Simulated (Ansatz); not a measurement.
The Se4–H5 bond of CdH2OSe (SMILES [OH][Cd][SeH]) is stretched (multiplicity 1, the rest rigid).
Geometry at rest (charge 0, multiplicity 1):
```
atom    x (Å)    y (Å)    z (Å)
----  -------  -------  -------
Cd     0.4354  -0.5866  -0.1057
O      1.5014  -2.2292  -0.4538
H      2.3793  -2.1969  -0.0591
Se    -0.9919   1.3929   0.2152
H     -1.5669   0.8277   1.4481
```

Frozen-core correlation. Filled d and f shells under p-block atoms count as core.

Programs: Ansatz (Gaussian basis) for Hartree–Fock, density functionals and correlated methods. Values without a source in brackets are computed. In def2 rows elements past Kr take small-core potentials, without spin–orbit coupling.

Energies above the point at 1.473 Å (the B3LYP-D3(BJ) bond length), FIC-MRCISD+Q on CASSCF(4,3)/def2-TZVPP (kcal/mol): 6.55 at 1.326 Å; 4.43 at 1.621 Å; 82.13 at 4.714 Å.

Q: Take the last value as the depth D of a Morse curve D(1 − e^(−a(R − R₀)))², fit a and R₀ to the two near points, and test it at 1.989 and 2.578 Å.

A: 
With D = 82.1, both near points (counted from the curve's value at 1.473 Å) are met by a = 1.74 Å⁻¹ and R₀ = 1.469 Å, so k = 2Da² = 498 kcal/(mol Å²). The curve then gives 29.2 and 60.1 kcal/mol; the level itself gives 30.6 and 65.1, so Morse is off by -1.4 and -5.0.

Doubts at one or more of the structures used: active orbitals that take no part (FIC-MRCISD+Q on CASSCF(4,3)/def2-TZVPP).

Ansatz is an electronic-structure program.
